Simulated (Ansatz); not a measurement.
One change: `CC1=CC(C(F)(F)F)=[O+][Ti-]([OH])([F])([F])[O]1` becomes `CC1=CC(C(F)(F)F)=[O+][Ti-]([Cl])([Cl])([Cl])[O]1`.

Ansatz, PBE0-D4/def2-TZVP geometries, multiplicity 1. Each molecule was computed in one conformer, which needn't be the lowest.

Scalar relativity is left out up to krypton.

| property | `CC1=CC(C(F)(F)F)=[O+][Ti-]([OH])([F])([F])[O]1` |
| --- | --- |
| size of the dipole moment (PBE/def2-TZVPP) / D | 6.24 |
| HOMO energy (PBE/def2-TZVPP) / eV | -7.09 |
| LUMO energy (PBE/def2-TZVPP) / eV | -3.65 |
| size of the dipole moment (B3LYP/def2-TZVPP) / D | 6.67 |
| HOMO–LUMO gap (ωB97M-V/def2-TZVPP) / eV | 9.64 |
| LUMO energy (PBE0/def2-TZVPP) / eV | -2.86 |

Question: What does the change do to each property? (An estimate is asked.)

Answer: Ansatz gave: 
```tsv
property	`CC1=CC(C(F)(F)F)=[O+][Ti-]([Cl])([Cl])([Cl])[O]1`	shift
size of the dipole moment (PBE/def2-TZVPP) / D	5.73	-0.51
HOMO energy (PBE/def2-TZVPP) / eV	-7.12	-0.03
LUMO energy (PBE/def2-TZVPP) / eV	-4.25	-0.60
size of the dipole moment (B3LYP/def2-TZVPP) / D	5.94	-0.73
HOMO–LUMO gap (ωB97M-V/def2-TZVPP) / eV	8.95	-0.69
LUMO energy (PBE0/def2-TZVPP) / eV	-3.52	-0.66
```

With PBE0 the HOMO falls by 0.05 eV and the LUMO falls by 0.66 eV, so the gap narrows by about 0.61 eV. PBE moves the HOMO by -0.03 eV and ωB97M-V by -0.05 eV. Dipoles are sizes alone; their direction can turn.

B3LYP here is the variant with VWN-RPA as its local correlation; programs differ in this.
